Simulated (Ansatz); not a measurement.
Level of theory: frozen-core CCSD(T)/cc-pVQZ // B3LYP-D3(BJ)/def2-TZVP (Ansatz, a first-principles code). The restricted HF reference is unstable towards unrestricted orbitals.

Ansatz 0.2 input:
```yaml
crystal:
  periodic: [false, false, false]
  atoms:
    - { symbol: N, position_ang: [-1.807326, -0.3165, -0.164462] }
    - { symbol: C, position_ang: [-0.645056, -0.034921, 0.162867] }
    - { symbol: C, position_ang: [0.645073, 0.034714, 0.095413] }
    - { symbol: N, position_ang: [1.80732, 0.316511, 0.42264] }
    - { symbol: H, position_ang: [-2.506741, 0.006233, 0.510771] }
    - { symbol: H, position_ang: [2.506733, -0.006037, -0.252685] }
basis:
  gaussian: { orbitals: cc-pVQZ }
correlation:
  method: ccsd_t
```

Output:

```
Functional definition: HF
1671 factors; integrals over basis functions are off by at most 1.2e-3 eV
mean field evaluation 1: about -5052.4821 eV, gradient 3.0e1 eV
mean field evaluation 2: about -5052.4836 eV, gradient 3.0e1 eV
mean field evaluation 4: about -5054.6590 eV, gradient 4.8e0 eV
mean field evaluation 8: about -5054.7345 eV, gradient 1.4e-1 eV
mean field evaluation 16: about -5054.7250 eV, gradient 1.4e0 eV
mean field evaluation 32: about -5050.4585 eV, gradient 3.9e-4 eV
mean field -5054.73470605 eV, -185.7580742250 hartree, gradient 3.1e-6 eV, S^2 0.000000; 0 other end points of the search recorded, 0 dependent functions left out; unrestricted orbitals would lower it
4 core orbitals not correlated
reference -5054.73470605 eV, -185.7580742250 hartree; 10, 10 occupied and 266, 266 virtual orbitals, 1671 factors
second order -20.29447197 eV of doubles, -0.00000000 eV of singles
cycle   1  -19.60555157 eV  change    6.9e-1 eV  update   1.2e-1
cycle   2  -20.19942724 eV  change   -5.9e-1 eV  update   4.7e-2
cycle   3  -20.37397109 eV  change   -1.7e-1 eV  update   2.2e-2
cycle   4  -20.36032105 eV  change    1.4e-2 eV  update   5.9e-3
cycle   5  -20.36077329 eV  change   -4.5e-4 eV  update   2.4e-3
cycle   6  -20.36199724 eV  change   -1.2e-3 eV  update   7.4e-4
cycle   7  -20.36161334 eV  change    3.8e-4 eV  update   3.8e-4
cycle   8  -20.36150652 eV  change    1.1e-4 eV  update   1.2e-4
cycle   9  -20.36155126 eV  change   -4.5e-5 eV  update   4.8e-5
cycle  10  -20.36153646 eV  change    1.5e-5 eV  update   1.5e-5
perturbative correction -1.16426310 eV, -0.0427858799 hartree
Total energy: -5076.26050561 eV, -186.5491327683 hartree
```

Cost: roughly 8 core-minutes.
